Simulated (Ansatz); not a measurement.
Species: H3S2, net charge 1, singlet state. It need not be the lowest isomer of its formula. SMILES: S[SH2+]
Geometry from a B3LYP-D3(BJ)/def2-TZVP (Ansatz, a program for electronic structure) optimisation:
```
S
H 1 1.3566
H 1 1.3566 2 94.20
S 1 2.0776 2 101.00 3 -102.08
H 4 1.3496 1 91.36 2 -131.73
```
Charge +1, spin multiplicity 1.

Wanted: vertical electron affinity (to the doublet state of charge +0; a negative value means that the extra electron is unbound and the number depends on the basis; each state is the SCF solution reached for its spin), in eV. Cores are frozen in the correlated levels unless marked. Open shells are spin-unrestricted. Spin-orbit coupling is left out. No relativistic terms. CBS(X,Y): correlation extrapolated as X^-3; Hartree-Fock from the larger set. [CCSD(T)-MP2]/basis is that difference in the basis named.

```tsv
level	program	vertical electron affinity (eV)
HF/def2-QZVPPD	Ansatz	4.83
B3LYP/def2-TZVPD	Ansatz	5.78
wB97X/def2-TZVPD	Ansatz	5.61
B2PLYP/def2-TZVPD	Ansatz	5.63
MP2/aug-cc-pV(T+d)Z	Ansatz	5.58
RI-MP2/aug-cc-pV(T+d)Z	Ansatz	5.59
```

Estimate the value at RI-MP2/CBS(aug-cc-pV(T+d)Z,aug-cc-pV(Q+d)Z)+[CCSD(T)-MP2]/aug-cc-pV(T+d)Z as computed with Ansatz.

5.67 eV
